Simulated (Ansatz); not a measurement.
```xyz
7

O     0.643    1.363   -0.857
Mo   -0.134    0.020   -0.317
O     0.413   -0.337    1.411
F    -1.691    0.750    0.363
F    -1.269   -0.659   -1.606
F     0.995   -1.319   -0.913
H     1.043    0.183    1.920
```

Charge 0, multiplicity 1. Mo takes the def2 core potential.

Q: List the PBE/def2-TZVPP orbital energies in eV (the Gaussian-basis code of Ansatz). (Best estimate.)

A: The calculation gave: Occupied: -660.30, -660.26, -660.26, -512.52, -512.03, -70.95, -45.21, -44.89, -44.86, -29.48, -29.16, -28.76, -25.95, -24.36, -14.38, -12.86, -12.46, -12.39, -12.24, -11.69, -10.48, -10.44, -10.18, -10.15, -9.84, -9.78, -9.53, -9.41, -8.91. Lowest empty: -4.87, -3.73, -3.50, -1.55, -1.11, -0.60, 0.31, 0.78.
